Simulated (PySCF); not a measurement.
C₄H₄OSe, SMILES O=C[C@@H]1C=C[Se]1.

Geometry: PBE-D3(BJ)/def2-SVP. The structure was generated by enumeration; whether it is a known compound was not checked. Other conformers were not sampled.

All values below come from PBE-D3(BJ)/def2-SVP (PySCF).

Frequencies are harmonic and unscaled.

```json
[
 {"mode": "1", "ν (cm⁻¹)": "97", "IR (km/mol)": "2.0", "moving atoms (share of kinetic energy)": "O 53 %, C 26 %, Se 14 %"},
 {"mode": "2", "ν (cm⁻¹)": "165", "IR (km/mol)": "5.7", "moving atoms (share of kinetic energy)": "C 49 %, O 31 %, H 15 %"},
 {"mode": "3", "ν (cm⁻¹)": "219", "IR (km/mol)": "3.6", "moving atoms (share of kinetic energy)": "C 49 %, H 34 %, Se 11 %"},
 {"mode": "4", "ν (cm⁻¹)": "357", "IR (km/mol)": "1.4", "moving atoms (share of kinetic energy)": "C 52 %, O 24 %, H 18 %"},
 {"mode": "5", "ν (cm⁻¹)": "445", "IR (km/mol)": "2.0", "moving atoms (share of kinetic energy)": "C 64 %, Se 28 %, H 8 %"},
 {"mode": "6", "ν (cm⁻¹)": "569", "IR (km/mol)": "5.7", "moving atoms (share of kinetic energy)": "C 71 %, H 19 %, Se 10 %"},
 {"mode": "7", "ν (cm⁻¹)": "632", "IR (km/mol)": "30.6", "moving atoms (share of kinetic energy)": "H 68 %, C 25 %"},
 {"mode": "8", "ν (cm⁻¹)": "728", "IR (km/mol)": "9.5", "moving atoms (share of kinetic energy)": "C 77 %, H 21 %"},
 {"mode": "9", "ν (cm⁻¹)": "768", "IR (km/mol)": "43.9", "moving atoms (share of kinetic energy)": "C 64 %, H 26 %, O 10 %"},
 {"mode": "10", "ν (cm⁻¹)": "849", "IR (km/mol)": "4.1", "moving atoms (share of kinetic energy)": "H 75 %, C 24 %"},
 {"mode": "11", "ν (cm⁻¹)": "877", "IR (km/mol)": "4.8", "moving atoms (share of kinetic energy)": "H 61 %, C 37 %"},
 {"mode": "12", "ν (cm⁻¹)": "934", "IR (km/mol)": "6.9", "moving atoms (share of kinetic energy)": "H 50 %, C 48 %"},
 {"mode": "13", "ν (cm⁻¹)": "982", "IR (km/mol)": "9.4", "moving atoms (share of kinetic energy)": "H 67 %, C 31 %"},
 {"mode": "14", "ν (cm⁻¹)": "1029", "IR (km/mol)": "5.8", "moving atoms (share of kinetic energy)": "H 81 %, C 18 %"},
 {"mode": "15", "ν (cm⁻¹)": "1047", "IR (km/mol)": "9.9", "moving atoms (share of kinetic energy)": "H 59 %, C 40 %"},
 {"mode": "16", "ν (cm⁻¹)": "1190", "IR (km/mol)": "36.6", "moving atoms (share of kinetic energy)": "H 68 %, C 32 %"},
 {"mode": "17", "ν (cm⁻¹)": "1282", "IR (km/mol)": "14.4", "moving atoms (share of kinetic energy)": "C 71 %, H 29 %"},
 {"mode": "18", "ν (cm⁻¹)": "1355", "IR (km/mol)": "4.0", "moving atoms (share of kinetic energy)": "H 82 %, C 10 %"},
 {"mode": "19", "ν (cm⁻¹)": "1585", "IR (km/mol)": "10.5", "moving atoms (share of kinetic energy)": "C 92 %"},
 {"mode": "20", "ν (cm⁻¹)": "1777", "IR (km/mol)": "183.0", "moving atoms (share of kinetic energy)": "C 60 %, O 38 %"},
 {"mode": "21", "ν (cm⁻¹)": "2788", "IR (km/mol)": "125.9", "moving atoms (share of kinetic energy)": "H 92 %"},
 {"mode": "22", "ν (cm⁻¹)": "3011", "IR (km/mol)": "2.6", "moving atoms (share of kinetic energy)": "H 92 %"},
 {"mode": "23", "ν (cm⁻¹)": "3133", "IR (km/mol)": "0.2", "moving atoms (share of kinetic energy)": "H 92 %"},
 {"mode": "24", "ν (cm⁻¹)": "3168", "IR (km/mol)": "1.4", "moving atoms (share of kinetic energy)": "H 90 %, C 10 %"}
]
```
